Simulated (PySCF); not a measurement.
## Radial density of Al⁺ (aluminium, charge +1)

B3LYP, [Ne] 3s2, closed-shell 1S. Calculation: PySCF 2.14, in cc-pVDZ-DK (4s3p1d, 18 functions); scalar relativity by spin-free X2C-1e.

```json
{"r (bohr)": "0.00179", "4πr²ρ (e/bohr)": "0.06175"}
{"r (bohr)": "0.00301", "4πr²ρ (e/bohr)": "0.1662"}
{"r (bohr)": "0.00506", "4πr²ρ (e/bohr)": "0.4294"}
{"r (bohr)": "0.00851", "4πr²ρ (e/bohr)": "1.082"}
{"r (bohr)": "0.0143", "4πr²ρ (e/bohr)": "2.584"}
{"r (bohr)": "0.0241", "4πr²ρ (e/bohr)": "5.603"}
{"r (bohr)": "0.0405", "4πr²ρ (e/bohr)": "10.27"}
{"r (bohr)": "0.0681", "4πr²ρ (e/bohr)": "14.29"}
{"r (bohr)": "0.115", "4πr²ρ (e/bohr)": "13.00"}
{"r (bohr)": "0.193", "4πr²ρ (e/bohr)": "8.632"}
{"r (bohr)": "0.324", "4πr²ρ (e/bohr)": "10.88"}
{"r (bohr)": "0.545", "4πr²ρ (e/bohr)": "11.93"}
{"r (bohr)": "0.917", "4πr²ρ (e/bohr)": "4.447"}
{"r (bohr)": "1.54", "4πr²ρ (e/bohr)": "1.134"}
{"r (bohr)": "2.59", "4πr²ρ (e/bohr)": "0.7989"}
{"r (bohr)": "4.36", "4πr²ρ (e/bohr)": "0.09689"}
{"r (bohr)": "7.34", "4πr²ρ (e/bohr)": "0.001107"}
```

Densities and radii are taken from the X2C orbitals without a picture-change correction, which distorts them close to the nucleus.
